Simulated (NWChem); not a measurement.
BO cation

Computed with NWChem. Pople sets run with spherical d functions. Structure relaxed at the PBE0/def2-SVP level.

### Question
Order these by “highest occupied level (eV)”, lowest first: PBE/6-31+G*; PBE/STO-3G; PBE/3-21G.

### Answer
PBE/3-21G (-18.89), PBE/6-31+G* (-18.59), PBE/STO-3G (-18.20)
